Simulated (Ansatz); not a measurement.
`C[C@@H]1N[Si@@H]1F` + `[OH][Al]([Cl])[Cl]` → `C[O][Al]([Cl])[Cl]` + `F[SiH]1CN1`  (substitution at a C–C bond)

Gas-phase electronic energies from Ansatz, PBE0-D4/def2-TZVP geometries. CCSD(T)/CBS adds triple-zeta CCSD(T) − MP2 to the extrapolated MP2 energy (def2 sets, frozen cores). Functionals use def2-TZVPP. One conformer a species, not always the lowest.

CCSD(T)/CBS gives +71.2 kJ/mol.

Question: Another level gave +68.2 kJ/mol. Which?
A. MP2/def2-TZVPP
B. BHLYP/def2-TZVPP
C. HF/def2-TZVPP
D. PBE-D4/def2-TZVPP

Answer: D. PBE-D4 68.2, BHLYP 59.2, HF/def2-TZVPP 53.3, MP2/def2-TZVPP 74.5 kJ/mol.

Question: What do rigid-rotor, harmonic-oscillator terms from PBE0-D4/def2-TZVP frequencies (298.15 K, 1 bar) make of the CCSD(T)/CBS value? (An estimate is asked.)

Answer: Computed: ΔZPE = +1.0 kJ/mol, ΔH = +73.3 kJ/mol, ΔS = 15 J/(mol·K), ΔG = +68.8 kJ/mol.

Largest T1 diagnostic among the species: 0.012.

In def2-TZVPP, CCSD(T) changes the Hartree–Fock value by +15.2 kJ/mol (the triples alone add +2.0 kJ/mol) and MP2 by +21.2 kJ/mol. At CCSD(T), def2-SVP lies −11.0 kJ/mol from the extrapolated value and def2-TZVPP −2.7 kJ/mol. Leaving LDA and LC-ωPBE aside and taking each functional with its dispersion term where it has one, the values, not all of them listed here, spread over 9.3 kJ/mol, from BHLYP-D4 to PBE-QIDH. LDA lies +4.6 kJ/mol from PBE without D4.
